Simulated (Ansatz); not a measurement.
Born–Oppenheimer molecular dynamics of CH₆InNO (10 atoms, charge 0, multiplicity 1). It starts at the highest image of a converged band. Of that band: Neighbouring images differ by up to 1.5 eV, so the band resolves the path poorly. A vibrational analysis at the climbing image gives one clearly imaginary mode, 1060i cm⁻¹, and a faint second one (36i cm⁻¹) that may be numerical noise or a soft torsion: probably a first-order saddle point.

These are results of Ansatz 0.2.0, RKS PBE/def2-SVP, not measurements.

```json
{
  "ensemble": "NVE (velocity Verlet)",
  "time step": "0.5 fs",
  "steps asked": "200",
  "starting velocities drawn for": "100 K",
  "seed": "12495"
}
```

Frames 5 fs apart, positions in Å, forces in eV/Å.

Velocities at 10.0 fs (Å/ps):

```
N -0.06 3.14 1.42
C 4.12 -0.23 -0.52
O 1.10 -0.27 3.58
In -0.77 -0.71 -0.26
H -5.15 1.46 -8.66
H 3.96 3.84 -0.14
H -1.15 8.84 -12.37
H -0.49 1.21 0.82
H -2.46 -2.43 -1.01
H 27.08 31.78 -19.28
```

```xyz
10
Properties=species:S:1:pos:R:3:forces:R:3 time_fs=10.0 energy_less_start_eV=-0.065 T=163
N -1.587 -0.531 -0.018 -0.72 0.35 -0.26
C -0.269 -1.049 -0.069 1.00 -0.24 0.05
O 0.807 -0.129 -0.215 -0.37 -0.10 0.10
In 1.812 1.767 0.103 -0.47 -0.75 0.04
H -1.819 -0.095 -0.923 -0.04 0.06 0.18
H -1.686 0.193 0.702 0.00 0.03 0.12
H -0.242 -1.747 -0.936 0.09 -0.09 -0.11
H -0.090 -1.689 0.828 0.01 0.09 0.19
H 1.714 2.424 1.728 0.09 0.14 -0.10
H 1.585 0.952 -1.426 0.40 0.52 -0.22
10
Properties=species:S:1:pos:R:3:forces:R:3 time_fs=15.0 energy_less_start_eV=-0.371 T=459
N -1.592 -0.513 -0.015 0.12 -0.17 0.24
C -0.241 -1.051 -0.072 0.01 0.29 0.12
O 0.810 -0.130 -0.197 -0.03 0.40 0.03
In 1.808 1.763 0.101 -0.91 -1.50 -0.29
H -1.837 -0.090 -0.913 0.00 0.25 -0.11
H -1.667 0.216 0.710 0.01 -0.09 -0.09
H -0.236 -1.709 -0.985 0.10 -0.09 0.35
H -0.093 -1.681 0.845 -0.03 -0.06 -0.13
H 1.715 2.429 1.706 0.14 0.14 -0.19
H 1.778 1.188 -1.540 0.59 0.83 0.06
10
Properties=species:S:1:pos:R:3:forces:R:3 time_fs=20.0 energy_less_start_eV=-0.838 T=910
N -1.596 -0.498 -0.011 0.55 -0.38 -0.35
C -0.213 -1.047 -0.072 -1.01 0.69 0.41
O 0.814 -0.125 -0.178 0.66 1.07 -0.05
In 1.801 1.755 0.099 -0.92 -1.72 -1.09
H -1.849 -0.041 -0.906 0.25 -0.06 0.27
H -1.645 0.229 0.712 0.01 0.05 0.12
H -0.206 -1.699 -0.974 0.05 -0.25 -0.01
H -0.101 -1.685 0.842 0.03 -0.06 -0.04
H 1.748 2.466 1.647 0.09 0.12 0.11
H 2.101 1.610 -1.634 0.30 0.53 0.62
10
Properties=species:S:1:pos:R:3:forces:R:3 time_fs=25.0 energy_less_start_eV=-1.015 T=1081
N -1.590 -0.488 -0.009 0.90 -0.26 0.32
C -0.204 -1.031 -0.065 -1.09 0.14 0.04
O 0.826 -0.105 -0.160 0.79 1.01 -0.13
In 1.793 1.744 0.095 -0.30 -0.93 -1.47
H -1.815 0.011 -0.873 0.10 0.09 -0.30
H -1.622 0.237 0.729 -0.02 -0.25 -0.02
H -0.167 -1.730 -0.948 -0.05 0.26 0.10
H -0.101 -1.696 0.830 0.11 0.20 0.12
H 1.800 2.531 1.613 -0.04 0.02 0.27
H 2.486 2.148 -1.581 -0.38 -0.28 1.08
10
Properties=species:S:1:pos:R:3:forces:R:3 time_fs=30.0 energy_less_start_eV=-0.886 T=956
N -1.570 -0.483 -0.005 0.56 0.19 -0.56
C -0.214 -1.011 -0.056 -0.05 0.23 0.36
O 0.850 -0.070 -0.143 0.21 0.25 -0.26
In 1.784 1.731 0.088 0.37 0.44 -0.58
H -1.750 0.065 -0.871 0.04 -0.26 0.30
H -1.607 0.206 0.755 -0.15 0.01 0.20
H -0.137 -1.715 -0.913 -0.07 0.13 -0.26
H -0.079 -1.663 0.844 0.05 0.26 0.11
H 1.842 2.595 1.633 -0.19 -0.30 -0.04
H 2.787 2.622 -1.287 -0.79 -0.94 0.72
10
Properties=species:S:1:pos:R:3:forces:R:3 time_fs=35.0 energy_less_start_eV=-0.640 T=719
N -1.540 -0.475 -0.006 -0.07 0.42 0.47
C -0.226 -0.987 -0.041 1.28 0.17 0.05
O 0.876 -0.032 -0.131 -0.43 -0.64 -0.44
In 1.776 1.719 0.080 0.73 1.44 0.54
H -1.686 0.088 -0.843 -0.30 0.25 -0.31
H -1.625 0.160 0.807 -0.19 -0.14 -0.19
H -0.122 -1.665 -0.922 -0.01 0.06 0.08
H -0.044 -1.577 0.884 -0.02 -0.09 0.02
H 1.838 2.591 1.652 -0.37 -0.44 0.03
H 2.912 2.882 -0.832 -0.61 -1.03 -0.23
10
Properties=species:S:1:pos:R:3:forces:R:3 time_fs=40.0 energy_less_start_eV=-0.356 T=445
N -1.512 -0.459 -0.004 -0.80 0.79 -0.39
C -0.213 -0.959 -0.024 1.61 0.31 0.01
O 0.896 -0.003 -0.126 -0.69 -1.31 -0.63
In 1.770 1.710 0.072 0.46 1.49 1.40
H -1.678 0.136 -0.839 -0.14 -0.26 0.40
H -1.688 0.098 0.837 -0.12 0.17 0.07
H -0.109 -1.607 -0.921 0.11 -0.23 0.14
H -0.016 -1.508 0.924 -0.09 -0.26 -0.18
H 1.745 2.486 1.683 -0.53 -0.35 0.34
H 2.904 2.913 -0.432 0.19 -0.34 -1.16
10
Properties=species:S:1:pos:R:3:forces:R:3 time_fs=45.0 energy_less_start_eV=-0.383 T=470
N -1.496 -0.431 -0.003 -0.41 0.04 0.75
C -0.170 -0.924 -0.008 0.40 0.20 -0.26
O 0.907 0.007 -0.130 -0.44 -1.47 -0.75
In 1.764 1.703 0.068 0.19 1.55 2.12
H -1.711 0.159 -0.798 -0.11 0.23 -0.46
H -1.772 0.057 0.862 0.20 -0.03 -0.17
H -0.074 -1.599 -0.888 0.04 -0.20 0.07
H -0.005 -1.497 0.930 -0.03 -0.15 -0.01
H 1.532 2.298 1.778 -0.36 -0.22 -0.12
H 2.933 2.857 -0.289 0.52 0.04 -1.17
10
Properties=species:S:1:pos:R:3:forces:R:3 time_fs=50.0 energy_less_start_eV=-0.503 T=586
N -1.486 -0.401 0.005 0.08 -0.02 -0.44
C -0.121 -0.889 0.004 -1.35 -1.07 -0.31
O 0.912 -0.004 -0.145 0.57 -0.75 -0.92
In 1.759 1.701 0.068 0.50 2.04 2.34
H -1.753 0.194 -0.803 0.31 -0.35 0.36
H -1.820 0.024 0.870 0.21 0.19 0.17
H -0.033 -1.631 -0.837 -0.17 0.10 0.04
H -0.003 -1.512 0.930 0.01 0.29 0.05
H 1.240 2.062 1.840 0.14 0.10 -0.76
H 3.061 2.788 -0.413 -0.30 -0.54 -0.54
10
Properties=species:S:1:pos:R:3:forces:R:3 time_fs=55.0 energy_less_start_eV=-0.571 T=653
N -1.476 -0.373 0.011 0.56 -0.71 0.68
C -0.097 -0.873 0.010 -2.19 -1.43 0.00
O 0.925 -0.027 -0.174 1.35 -0.08 -1.22
In 1.755 1.702 0.073 0.48 1.68 1.69
H -1.745 0.191 -0.783 -0.01 0.34 -0.46
H -1.811 0.027 0.894 0.26 0.16 -0.16
H -0.029 -1.652 -0.785 -0.22 -0.10 -0.26
H 0.003 -1.471 0.949 0.03 0.19 0.27
H 0.977 1.854 1.736 0.44 0.55 -0.56
H 3.128 2.603 -0.668 -0.70 -0.62 0.02
10
Properties=species:S:1:pos:R:3:forces:R:3 time_fs=60.0 energy_less_start_eV=-0.811 T=884
N -1.457 -0.354 0.022 -0.09 0.00 -0.34
C -0.113 -0.883 0.015 -0.63 -0.79 0.08
O 0.957 -0.052 -0.222 0.44 -0.83 -1.28
In 1.752 1.707 0.081 0.27 0.86 0.58
H -1.716 0.219 -0.802 0.22 -0.25 0.46
H -1.748 0.078 0.900 0.10 0.32 -0.05
H -0.074 -1.686 -0.775 -0.09 0.04 0.22
H 0.013 -1.386 1.014 -0.07 -0.06 -0.18
H 0.807 1.774 1.515 0.14 0.86 0.38
H 3.043 2.282 -0.926 -0.30 -0.16 0.14
10
Properties=species:S:1:pos:R:3:forces:R:3 time_fs=65.0 energy_less_start_eV=-0.920 T=990
N -1.440 -0.337 0.033 -0.54 0.11 0.62
C -0.141 -0.909 0.023 1.02 0.38 0.22
O 0.994 -0.090 -0.287 -0.59 -1.23 -0.79
In 1.749 1.713 0.091 -0.20 -0.10 -0.10
H -1.653 0.229 -0.780 -0.08 0.24 -0.50
H -1.657 0.193 0.884 0.12 0.11 -0.14
H -0.139 -1.723 -0.732 0.10 -0.25 0.02
H 0.011 -1.319 1.049 -0.01 -0.38 -0.10
H 0.673 1.895 1.370 0.03 0.85 0.59
H 2.888 1.922 -1.154 0.15 0.26 0.19
```

Of the whole run (100 fs, mean temperature of the second half 758 K): The conserved energy stayed within 0.04 meV per atom of its start (net change 0.013 meV per atom), so the integration is sound. The system heated up, since it started high on the potential surface and ran downhill. A run of 0.1 ps of so small a system gives no equilibrium averages. The orbitals stay closed-shell, which can raise the energy where a bond breaks towards radicals; this wasn't checked here.

Run time: 6.6 min on 2 threads of Intel(R) Xeon(R) Platinum 8259CL CPU @ 2.50GHz (Skylake/Cascade Lake), on a shared host, peak memory 0.16 GiB.
